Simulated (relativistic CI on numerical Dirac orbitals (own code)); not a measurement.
# Calculated levels, Ar

Method of calculation: Dirac-Coulomb-Breit CI, separate exchange-only KLI orbitals for each configuration, model QED, valence Slater integrals scaled by 0.85, P86 correlation energy added to each configuration (own radial code, finite nucleus).

Configuration list (outside the closed core [Ne]): 3s²3p⁶, 3s²3p⁵4s, 3s²3p⁵4p, 3s²3p⁵3d, 3s²3p⁵5s, 3s²3p⁵5p, 3s²3p⁵4d, 3s²3p⁵4f, 3s²3p⁵5d, 3s²3p⁵5f, 3s²3p⁵5g, 3s3p⁶3d. Double excitations out of closed p, d and f shells are left out; levels of such configurations are missing from the list, as are those of other unlisted configurations, and high levels can miss mixing partners.

| No. | Configuration | Term | J | E (cm⁻¹) | % | Landé g | jj configuration (%) |
| --- | --- | --- | --- | --- | --- | --- | --- |
| 1 | 3s²3p⁶ | ¹S | 0 | 0.0 | 100 |  | closed (100) |
| 2 | 3s²3p⁵4s | ³P° | 2 | 92989.4 | 100 | 1.501 | 3p3/2^3 4s (100) |
| 3 | 3s²3p⁵4s | ³P° | 1 | 93594.5 | 78 | 1.393 | 3p3/2^3 4s (79) |
| 4 | 3s²3p⁵4s | ³P° | 0 | 94427.6 | 100 |  | 3p1/2 3p3/2^4 4s (100) |
| 5 | 3s²3p⁵4s | ¹P° | 1 | 95233.8 | 78 | 1.108 | 3p1/2 3p3/2^4 4s (79) |
| 6 | 3s²3p⁵4p | ³S | 1 | 103305.5 | 94 | 1.966 | 3p3/2^3 4p3/2 (47) |
| 7 | 3s²3p⁵4p | ³D | 3 | 104318.5 | 100 | 1.334 | 3p3/2^3 4p3/2 (100) |
| 8 | 3s²3p⁵4p | ³D | 2 | 104477.0 | 62 | 1.113 | 3p3/2^3 4p1/2 (92) |
| 9 | 3s²3p⁵4p | ³D | 1 | 104911.1 | 46 | 0.862 | 3p3/2^3 4p1/2 (49) |
| 10 | 3s²3p⁵4p | ³P | 2 | 105027.6 | 61 | 1.320 | 3p3/2^3 4p3/2 (92) |
| 11 | 3s²3p⁵4p | ³P | 0 | 105872.5 | 87 |  | 3p3/2^3 4p3/2 (68) |
| 12 | 3s²3p⁵4p | ³D | 1 | 105979.1 | 54 | 0.797 | 3p1/2 3p3/2^4 4p1/2 (81) |
| 13 | 3s²3p⁵4p | ³P | 2 | 106118.6 | 37 | 1.235 | 3p1/2 3p3/2^4 4p3/2 (94) |
| 14 | 3s²3p⁵4p | ³P | 1 | 106300.2 | 64 | 1.377 | 3p1/2 3p3/2^4 4p3/2 (78) |
| 15 | 3s²3p⁵4p | ¹S | 0 | 107845.6 | 84 |  | 3p1/2 3p3/2^4 4p1/2 (67) |
| 16 | 3s²3p⁵3d | ³P° | 0 | 111728.6 | 97 |  | 3p3/2^3 3d3/2 (97) |
| 17 | 3s²3p⁵3d | ³P° | 1 | 111854.7 | 92 | 1.465 | 3p3/2^3 3d3/2 (63) |
| 18 | 3s²3p⁵3d | ³P° | 2 | 112096.8 | 76 | 1.448 | 3p3/2^3 3d5/2 (64) |
| 19 | 3s²3p⁵3d | ³F° | 4 | 112276.3 | 100 | 1.251 | 3p3/2^3 3d5/2 (100) |
| 20 | 3s²3p⁵3d | ³F° | 3 | 112503.9 | 73 | 1.076 | 3p3/2^3 3d3/2 (96) |
| 21 | 3s²3p⁵5s | ³P° | 2 | 112793.6 | 90 | 1.488 | 3p3/2^3 5s (90) |
| 22 | 3s²3p⁵3d | ³F° | 2 | 112820.0 | 51 | 0.864 | 3p3/2^3 3d3/2 (77) |
| 23 | 3s²3p⁵3d | ³D° | 3 | 112990.1 | 57 | 1.192 | 3p3/2^3 3d5/2 (97) |
| 24 | 3s²3p⁵5s | ¹P° | 1 | 113021.6 | 52 | 1.239 | 3p3/2^3 5s (96) |
| 25 | 3s²3p⁵3d | ³D° | 1 | 113423.8 | 60 | 0.700 | 3p3/2^3 3d5/2 (55) |
| 26 | 3s²3p⁵3d | ³F° | 2 | 114010.7 | 49 | 0.870 | 3p1/2 3p3/2^4 3d3/2 (87) |
| 27 | 3s²3p⁵3d | ³D° | 2 | 114123.8 | 49 | 1.165 | 3p1/2 3p3/2^4 3d5/2 (81) |
| 28 | 3s²3p⁵3d | ³D° | 3 | 114162.7 | 38 | 1.149 | 3p1/2 3p3/2^4 3d5/2 (94) |
| 29 | 3s²3p⁵5s | ³P° | 0 | 114199.5 | 99 |  | 3p1/2 3p3/2^4 5s (99) |
| 30 | 3s²3p⁵5s | ³P° | 1 | 114369.6 | 51 | 1.255 | 3p1/2 3p3/2^4 5s (96) |
| 31 | 3s²3p⁵3d | ¹P° | 1 | 114670.4 | 50 | 0.842 | 3p1/2 3p3/2^4 3d3/2 (82) |
| 32 | 3s²3p⁵5p | ³S | 1 | 116107.0 | 81 | 1.880 | 3p3/2^3 5p3/2 (52) |
| 33 | 3s²3p⁵5p | ³D | 3 | 116296.8 | 100 | 1.334 | 3p3/2^3 5p3/2 (100) |
| 34 | 3s²3p⁵5p | ³D | 2 | 116361.8 | 52 | 1.102 | 3p3/2^3 5p1/2 (94) |
| 35 | 3s²3p⁵5p | ¹P | 1 | 116511.4 | 52 | 1.010 | 3p3/2^3 5p1/2 (54) |
| 36 | 3s²3p⁵5p | ³P | 2 | 116536.0 | 76 | 1.386 | 3p3/2^3 5p3/2 (94) |
| 37 | 3s²3p⁵5p | ³P | 0 | 117181.0 | 79 |  | 3p3/2^3 5p3/2 (77) |
| 38 | 3s²3p⁵5p | ³D | 1 | 117785.2 | 77 | 0.644 | 3p1/2 3p3/2^4 5p1/2 (91) |
| 39 | 3s²3p⁵5p | ³D | 2 | 117843.5 | 43 | 1.180 | 3p1/2 3p3/2^4 5p3/2 (99) |
| 40 | 3s²3p⁵5p | ³P | 1 | 117857.6 | 56 | 1.467 | 3p1/2 3p3/2^4 5p3/2 (89) |
| 41 | 3s²3p⁵4d | ³P° | 0 | 118739.0 | 96 |  | 3p3/2^3 4d3/2 (96) |
| 42 | 3s²3p⁵5p | ¹S | 0 | 118802.3 | 75 |  | 3p1/2 3p3/2^4 5p1/2 (77) |
| 43 | 3s²3p⁵4d | ³P° | 1 | 118856.7 | 89 | 1.426 | 3p3/2^3 4d3/2 (72) |
| 44 | 3s²3p⁵4d | ³F° | 4 | 118967.5 | 99 | 1.251 | 3p3/2^3 4d5/2 (99) |
| 45 | 3s²3p⁵4d | ³P° | 2 | 119039.8 | 71 | 1.393 | 3p3/2^3 4d5/2 (78) |

Energies count from the lowest computed level; ° marks odd parity. Filled j subshells are mostly left out of the jj labels.

The mean weight of the leading LS term, summed over parents, in these 45 levels is 73 %, and that of the leading jj configuration (from the same eigenvectors) 84 %, so jj coupling describes them better and the LS labels are nominal.

Correlation outside the listed configurations is missing or only estimated: errors of thousands of cm⁻¹ between configurations and terms are usual at this charge. Rates and lifetimes follow the computed energies and can be off by large factors. The fine structure of a lone outer electron comes out too small, for d and f at times inverted, and misplaced configurations move strength between like terms. 30 of the 30 excited levels that our extract of the measured tables holds in this range could be paired (the sources list more); they are missed by 669 cm⁻¹ on average and 1210 at most, and levels without a partner can miss by more.

LS names give the leading component of a level, which can be under half, so a name can repeat, a term be missing and a line seem to break the LS rules.
